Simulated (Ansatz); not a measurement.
Start from `C=C[SiH2]BC` and change one atom or group to get `C=C[SiH2][SiH2]F`.

Ansatz, PBE0-D4/def2-TZVP geometries, multiplicity 1. Each molecule was computed in one conformer, which needn't be the lowest.

```csv
property,`C=C[SiH2]BC`
zero-point energy (PBE0-D4/def2-TZVP) / kJ/mol,282.0
HOMO–LUMO gap (ωB97M-V/def2-TZVPP) / eV,9.76
size of the dipole moment (PBE/def2-TZVPP) / D,1.33
HOMO–LUMO gap (PBE0/def2-TZVPP) / eV,5.66
HOMO–LUMO gap (B3LYP/def2-TZVPP) / eV,5.28
size of the dipole moment (ωB97M-V/def2-TZVPP) / D,1.30
```

Problem. Give the same properties after the change, and the shifts. (Best estimate.)

Solution. The calculation gave: 
```csv
property,`C=C[SiH2][SiH2]F`,shift
zero-point energy (PBE0-D4/def2-TZVP) / kJ/mol,208.7,-73.3
HOMO–LUMO gap (ωB97M-V/def2-TZVPP) / eV,10.80,1.04
size of the dipole moment (PBE/def2-TZVPP) / D,1.40,0.07
HOMO–LUMO gap (PBE0/def2-TZVPP) / eV,6.83,1.17
HOMO–LUMO gap (B3LYP/def2-TZVPP) / eV,6.44,1.16
size of the dipole moment (ωB97M-V/def2-TZVPP) / D,1.50,0.20
```

With PBE0 the HOMO falls by 0.34 eV and the LUMO rises by 0.83 eV, so the gap widens by about 1.17 eV. PBE moves the HOMO by -0.36 eV and ωB97M-V by -0.27 eV. The zero-point energy changes by -73.3 kJ/mol with -6 modes. Dipoles are sizes alone; their direction can turn.

Positive LUMOs are unbound, so they and the gaps depend on the basis.

B3LYP here is the variant with VWN-RPA as its local correlation; programs differ in this.
